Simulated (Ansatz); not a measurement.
Ag₄H₄⁺. Total charge 1; doublet. Geometry r2SCAN-D4/def2-SVP.

```xyz
8

Ag   -0.663   -1.647    0.220
Ag    0.797    2.169   -0.274
Ag    1.717   -0.386   -0.326
Ag   -2.217    0.571    0.417
H     2.310    1.248   -0.531
H    -2.329   -1.211    0.533
H    -0.650    1.254    0.065
H     1.035   -1.998   -0.104
```

In the def2 sets Ag takes a core potential; there is no spin–orbit coupling. Another isomer (doublet) lies 0.17 eV lower at PBE0-D4/def2-TZVP; other spin states weren't run for this one.

(1) Estimate the α-spin orbital energies around the gap (eV) in Ansatz with HF/def2-TZVP, PBE-D4/def2-TZVP, r2SCAN-D4/def2-TZVP, r2SCANh-D4/def2-TZVP, PBE0-D4/def2-SVP.

Answers

(1) 
| orbital | HF/def2-TZVP | PBE-D4/def2-TZVP | r2SCAN-D4/def2-TZVP | r2SCANh-D4/def2-TZVP | PBE0-D4/def2-SVP |
| --- | --- | --- | --- | --- | --- |
| HOMO−13 | -19.78 | -13.15 | -13.41 | -14.13 | -15.04 |
| HOMO−12 | -18.96 | -13.10 | -13.31 | -13.95 | -14.79 |
| HOMO−11 | -18.71 | -12.88 | -13.09 | -13.74 | -14.58 |
| HOMO−10 | -18.50 | -12.73 | -12.94 | -13.58 | -14.39 |
| HOMO−9 | -18.39 | -12.57 | -12.80 | -13.45 | -14.28 |
| HOMO−8 | -18.28 | -12.42 | -12.65 | -13.30 | -14.14 |
| HOMO−7 | -18.16 | -12.34 | -12.55 | -13.19 | -14.04 |
| HOMO−6 | -18.10 | -12.27 | -12.49 | -13.13 | -13.96 |
| HOMO−5 | -17.92 | -12.18 | -12.39 | -13.03 | -13.86 |
| HOMO−4 | -17.66 | -12.12 | -12.31 | -12.92 | -13.73 |
| HOMO−3 | -17.17 | -12.09 | -12.28 | -12.83 | -13.53 |
| HOMO−2 | -14.77 | -11.11 | -11.24 | -11.67 | -12.20 |
| HOMO−1 | -14.73 | -11.09 | -11.23 | -11.64 | -12.10 |
| HOMO | -13.89 | -10.34 | -10.49 | -10.91 | -11.40 |
| LUMO | -3.42 | -7.45 | -7.16 | -6.80 | -6.43 |
| LUMO+1 | -3.21 | -6.81 | -6.50 | -6.20 | -5.91 |
| LUMO+2 | -2.97 | -6.02 | -5.74 | -5.48 | -5.15 |
| LUMO+3 | -1.47 | -5.23 | -4.88 | -4.51 | -4.15 |
| LUMO+4 | -1.19 | -4.78 | -4.42 | -4.12 | -3.81 |
| LUMO+5 | -1.17 | -4.54 | -4.16 | -3.90 | -3.67 |
| β HOMO | -13.54 | -10.97 | -11.02 | -11.35 | -11.77 |
| β LUMO | -6.55 | -9.95 | -9.89 | -9.68 | -9.40 |
